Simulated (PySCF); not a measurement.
H₄SSi.

```xyz
6

Si     0.0046    -1.0301     0.0000
S     -0.0811     1.1079     0.0000
H      0.6945    -1.5523     1.2057
H     -1.4101    -1.4682     0.0000
H      0.6945    -1.5523    -1.2057
H      1.2540     1.2686     0.0000
```
Charge 0, spin multiplicity 1.

The structure is a stationary point at r2SCAN-D4/def2-TZVP.

Computed with KT2/pcSseg-2 (PySCF). Non-relativistic, no solvent.

Computed absolute GIAO shielding of each atom: isotropic value and principal components (ppm):
| atom | σ(iso) | σ11 | σ22 | σ33 | span |
|---|---|---|---|---|---|
| Si1 | 411.2 | 360.5 | 408.1 | 464.9 | 104.4 |
| S2 | 770.0 | 656.0 | 722.1 | 931.9 | 275.9 |
| H3 | 26.5 | 22.7 | 24.6 | 32.1 | 9.4 |
| H4 | 26.7 | 23.8 | 24.5 | 31.7 | 7.9 |
| H5 | 26.5 | 22.7 | 24.6 | 32.1 | 9.4 |
| H6 | 31.4 | 23.5 | 28.0 | 42.8 | 19.3 |
